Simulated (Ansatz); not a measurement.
Gas-phase electronic energies from Ansatz, PBE0-D4/def2-TZVP geometries. CCSD(T)/CBS adds triple-zeta CCSD(T) − MP2 to the extrapolated MP2 energy (def2 sets, frozen cores). This one scheme is used for every species. DFT in def2-TZVPP. HSE06 is defined as in plane-wave codes.

Reaction (cleavage of the Si–Si bond): `F[SiH](F)[SiH3]` + `[OH][AlH2]` → `[AlH2][O][SiH3]` + `F[SiH2]F`

CCSD(T)/CBS gives -119.5 kJ/mol.

(1) Another level gave -116.8 kJ/mol. Which?
A. CAM-B3LYP/def2-TZVPP
B. HSE06-D4/def2-TZVPP
C. r2SCAN0/def2-TZVPP
D. BLYP-D4/def2-TZVPP

Largest T1 diagnostic among the species: 0.013.

Answers

(1) C. r2SCAN0 -116.8, BLYP-D4 -107.8, HSE06-D4 -100.0, CAM-B3LYP -123.8 kJ/mol.

From PBE to PBE0 (25 % exact exchange), in def2-TZVPP and without D4, ΔE moves by −11.9 kJ/mol. Leaving LDA and LC-ωPBE aside and taking each functional with its dispersion term where it has one, the values, not all of them listed here, spread over 42.4 kJ/mol, from BHLYP-D4 to PBE-D4.
